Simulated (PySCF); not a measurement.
Ionisation energy of Sm²⁺ by level of theory

Sm²⁺ [Xe] 4f6 (7F) → Sm³⁺ [Xe] 4f5 (high-spin determinant), as a difference of total energies. Calculation: PySCF 2.14, in cc-pVDZ-X2C (8s7p5d3f1g, 84 functions); scalar relativity by spin-free X2C-1e. Correlated levels: valence: [Kr] 4d10 frozen; valence and next inner shell: [Ar] 3d10 frozen. The calculations carry no spin-orbit coupling.

| method | ionisation energy (eV) |
| --- | --- |
| UHF | 21.402 |
| LDA | 25.056 |
| PBE | 24.613 |
| PBE0 | 24.100 |
| r2SCAN | 24.143 |
| MP2 (valence) | 23.301 |
| SCS-MP2 (valence) | 22.496 |
| MP2 (valence and next inner shell) | 23.486 |
| SCS-MP2 (valence and next inner shell) | 22.643 |

Question: How much does correlation contribute at MP2 (valence and next inner shell)?

Answer: 23.486 − (21.402) = 2.084 eV, measured against UHF.

A first-order spin-orbit estimate (lowest level to lowest level, LS coupling) adds -0.200 eV.

Errors of the correlated levels include the incompleteness of this basis and the frozen core.

The determinant of Sm³⁺ mixes LS terms, which raises its energy above the lowest term, most at the Hartree-Fock and MP2 levels.

For comparison: 23.55 ± 0.08 eV (semi-empirical (NIST evaluation); NIST Atomic Spectra Database, ionization energies).
